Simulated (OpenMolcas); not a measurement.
A calculation on C II.

```
Program             : OpenMolcas
Method              : MS-RASPT2, IPEA 0.25 Eh, imaginary shift 0.1 Eh (closed shells correlated: 1s)
Basis               : ANO-RCC-VTZP [4s3p2d1f]
Scalar Hamiltonian  : DKH2, point nucleus
Active space        : 3 electrons in 9 orbitals (RAS2 2s 2p; RAS3 3d, at most 2 electrons)
State averaging     : 2S+1 = 4 odd, 1 root; 2S+1 = 2 odd, 11 roots; 2S+1 = 4 even, 3 roots; 2S+1 = 2 even, 9 roots
Spin-orbit coupling : RASSI with atomic mean-field integrals over the reference wave functions, term energies averaged over their components
```

Which level of the active space comes out lowest?

2s² 2p ²P°_1/2, with 100 % of that term; it is also the measured ground level.

How high does 2s² 2p ²P°_3/2 lie?

56.2 cm⁻¹ above the lowest level; measured 63.4 cm⁻¹ above the ground level, so the calculation is off by -11 %.

How high does 2s 2p² ²S_1/2 lie?

97720 cm⁻¹ above the lowest level; measured 96494 cm⁻¹ above the ground level, so the calculation is off by +1 %.

How high does 2s 2p² ²P_3/2 lie?

111720 cm⁻¹ above the lowest level; measured 110666 cm⁻¹ above the ground level, so the calculation is off by +1 %.

Measured values: NIST Handbook of Basic Atomic Spectroscopic Data.

Active for correlation alone: 3d; no level in the range computed is led by a configuration that fills it, so any true level of that kind is missing. Measured partners are found by configuration, term and J. A level has none where our copy of the source lacks it or the pairing is in doubt (some pairs that miss far off the trend of their configuration count as doubtful), and it then counts in no deviation. Only configurations of the active space appear.

° marks odd parity.
